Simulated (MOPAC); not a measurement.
MOPAC input (AM1):

```
AM1 1SCF GEO-OK AUX(PRECISION=9) THREADS=1
H5BO3Si

O    -0.95253700 1    0.52035400 1    1.28323700 1
B    -0.84359100 1   -0.38602800 1    0.25050300 1
O    -1.76878200 1   -1.35336300 1   -0.04384100 1
O     0.26087400 1   -0.32139000 1   -0.53858200 1
Si    1.58704900 1    0.66147800 1   -0.53902000 1
H    -1.73966700 1    0.45853600 1    1.82912300 1
H    -2.54120800 1   -1.38226500 1    0.52507400 1
H     1.19045100 1    2.07349800 1   -0.73891000 1
H     2.44077800 1    0.22161800 1   -1.66140300 1
H     2.33246100 1    0.53325200 1    0.73336600 1
```

Output:

```
 *******************************************************************************
 **                                                                           **
 **                              MOPAC v23.2.5                                **
 **                                                                           **
 *******************************************************************************
 ** MOPAC's Digital Object Identifier: https://doi.org/10.5281/zenodo.6511958 **
 **                                                                           **
 ** Please cite the open-source release paper for use of this MOPAC version:  **
 ** J. E. Moussa and J. J. P. Stewart (2026)                                  **
 ** MOPAC: An open-source semiempirical molecular orbital program             **
 ** J. Open Source Softw., 11(119), 8025, https://doi.org/10.21105/joss.08025 **
 *******************************************************************************

                              AM1 CALCULATION RESULTS

 *******************************************************************************
 *  AM1        - The AM1 Hamiltonian to be used
 *  GEO-OK     - OVERRIDE INTERATOMIC DISTANCE AND OTHER SAFETY CHECKS
 *  1SCF       - DO 1 SCF AND THEN STOP
 *  AUX        - OUTPUT AUXILIARY INFORMATION
 *******************************************************************************
AM1 1SCF GEO-OK AUX(PRECISION=9) THREADS=1
 H5BO3Si

   ATOM   CHEMICAL          X               Y               Z
  NUMBER   SYMBOL      (ANGSTROMS)     (ANGSTROMS)     (ANGSTROMS)

     1       O         -0.95253700  *   0.52035400  *   1.28323700  *
     2       B         -0.84359100  *  -0.38602800  *   0.25050300  *
     3       O         -1.76878200  *  -1.35336300  *  -0.04384100  *
     4       O          0.26087400  *  -0.32139000  *  -0.53858200  *
     5      Si          1.58704900  *   0.66147800  *  -0.53902000  *
     6       H         -1.73966700  *   0.45853600  *   1.82912300  *
     7       H         -2.54120800  *  -1.38226500  *   0.52507400  *
     8       H          1.19045100  *   2.07349800  *  -0.73891000  *
     9       H          2.44077800  *   0.22161800  *  -1.66140300  *
    10       H          2.33246100  *   0.53325200  *   0.73336600  *

          CARTESIAN COORDINATES

    NO.       ATOM           X           Y           Z

     1         O         -0.9525      0.5204      1.2832
     2         B         -0.8436     -0.3860      0.2505
     3         O         -1.7688     -1.3534     -0.0438
     4         O          0.2609     -0.3214     -0.5386
     5        Si          1.5870      0.6615     -0.5390
     6         H         -1.7397      0.4585      1.8291
     7         H         -2.5412     -1.3823      0.5251
     8         H          1.1905      2.0735     -0.7389
     9         H          2.4408      0.2216     -1.6614
    10         H          2.3325      0.5333      0.7334

  H: (AM1): M.J.S. DEWAR ET AL, J. AM. CHEM. SOC. 107 3902-3909 (1985)
  B: (AM1): M.J.S. DEWAR ET AL, ORGANOMETALLICS, 7, 513-521 (1988)
  O: (AM1): M.J.S. DEWAR ET AL, J. AM. CHEM. SOC. 107 3902-3909 (1985)
 Si: (AM1): M.J.S.DEWAR, C. JIE, ORGANOMETALLICS, 6, 1486-1490 (1987).

           Empirical Formula: H5 O3 B Si  =    10 atoms

      MOLECULAR POINT GROUP   :   Cs

      RHF CALCULATION, NO. OF DOUBLY OCCUPIED LEVELS = 15

 -------------------------------------------------------------------------------
 AM1 1SCF GEO-OK AUX(PRECISION=9) THREADS=1
 H5BO3Si

     1SCF WAS SPECIFIED, SO BFGS WAS NOT USED
     SCF FIELD WAS ACHIEVED

                              AM1 CALCULATION
                                                       MOPAC v23.2.5 Linux

          FINAL HEAT OF FORMATION =       -233.12420 KCAL/MOL =    -975.39165 KJ/MOL

          COSMO AREA              =        127.08 SQUARE ANGSTROMS
          COSMO VOLUME            =        115.24 CUBIC ANGSTROMS

          IONIZATION POTENTIAL    =         11.130461 EV
          HOMO LUMO ENERGIES (EV) =        -11.130  0.722
          NO. OF FILLED LEVELS    =         15
          MOLECULAR WEIGHT        =         91.9332         POINT GROUP:  Cs

          MOLECULAR DIMENSIONS (Angstroms)

            Atom       Atom       Distance
            H     9    H     7     5.67215
            H     6    O     3     2.59960
            H     8    H    10     2.41747

          SCF CALCULATIONS        =          1

   ATOM   CHEMICAL          X               Y               Z
  NUMBER   SYMBOL      (ANGSTROMS)     (ANGSTROMS)     (ANGSTROMS)

     1       O         -0.95253700  *   0.52035400  *   1.28323700  *
     2       B         -0.84359100  *  -0.38602800  *   0.25050300  *
     3       O         -1.76878200  *  -1.35336300  *  -0.04384100  *
     4       O          0.26087400  *  -0.32139000  *  -0.53858200  *
     5      Si          1.58704900  *   0.66147800  *  -0.53902000  *
     6       H         -1.73966700  *   0.45853600  *   1.82912300  *
     7       H         -2.54120800  *  -1.38226500  *   0.52507400  *
     8       H          1.19045100  *   2.07349800  *  -0.73891000  *
     9       H          2.44077800  *   0.22161800  *  -1.66140300  *
    10       H          2.33246100  *   0.53325200  *   0.73336600  *

                             CARTESIAN COORDINATES

   1    O       -0.952537000     0.520354000     1.283237000
   2    B       -0.843591000    -0.386028000     0.250503000
   3    O       -1.768782000    -1.353363000    -0.043841000
   4    O        0.260874000    -0.321390000    -0.538582000
   5   Si        1.587049000     0.661478000    -0.539020000
   6    H       -1.739667000     0.458536000     1.829123000
   7    H       -2.541208000    -1.382265000     0.525074000
   8    H        1.190451000     2.073498000    -0.738910000
   9    H        2.440778000     0.221618000    -1.661403000
  10    H        2.332461000     0.533252000     0.733366000

           Empirical Formula: H5 O3 B Si  =    10 atoms

      MOLECULAR POINT GROUP   :   Cs

                  EIGENVALUES
 -38.52954 -36.66547 -36.41432 -22.42891 -19.94722 -17.87134 -16.49390 -15.84419
 -15.25444 -13.89817 -13.51936 -13.10233 -12.67182 -11.32230 -11.13046   0.72190
   1.69729   1.82976   1.95697   2.96544   3.46726   3.84940   5.32261   7.38491
   8.37225

              NET ATOMIC CHARGES AND DIPOLE CONTRIBUTIONS

  ATOM NO.   TYPE          CHARGE      No. of ELECS.   s-Pop       p-Pop
    1          O          -0.374712        6.3747     1.83672     4.53799
    2          B           0.320792        2.6792     1.05614     1.62306
    3          O          -0.317006        6.3170     1.83558     4.48143
    4          O          -0.548032        6.5480     1.79833     4.74970
    5         Si           1.147784        2.8522     0.81621     2.03601
    6          H           0.234813        0.7652     0.76519
    7          H           0.228530        0.7715     0.77147
    8          H          -0.240474        1.2405     1.24047
    9          H          -0.211223        1.2112     1.21122
   10          H          -0.240474        1.2405     1.24047
 DIPOLE           X         Y         Z       TOTAL
 POINT-CHG.    -0.126     0.786     0.921     1.217
 HYBRID        -1.308    -0.183     0.823     1.556
 SUM           -1.434     0.603     1.743     2.336

          ATOMIC ORBITAL ELECTRON POPULATIONS

     Atom    s        px        py        pz
    1  O   1.83672   1.46068   1.61244   1.46487
    2  B   1.05614   0.58432   0.51640   0.52234
    3  O   1.83558   1.33287   1.57270   1.57587
    4  O   1.79833   1.38854   1.71859   1.64258
    5 Si   0.81621   0.60051   0.67129   0.76421
    6  H   0.76519
    7  H   0.77147
    8  H   1.24047
    9  H   1.21122
   10  H   1.24047

 **********************
 *                    *
 * JOB ENDED NORMALLY *
 *                    *
 **********************

 == MOPAC DONE ==
```

The geometry given is a B3LYP-D3(BJ)/def2-TZVP minimum.
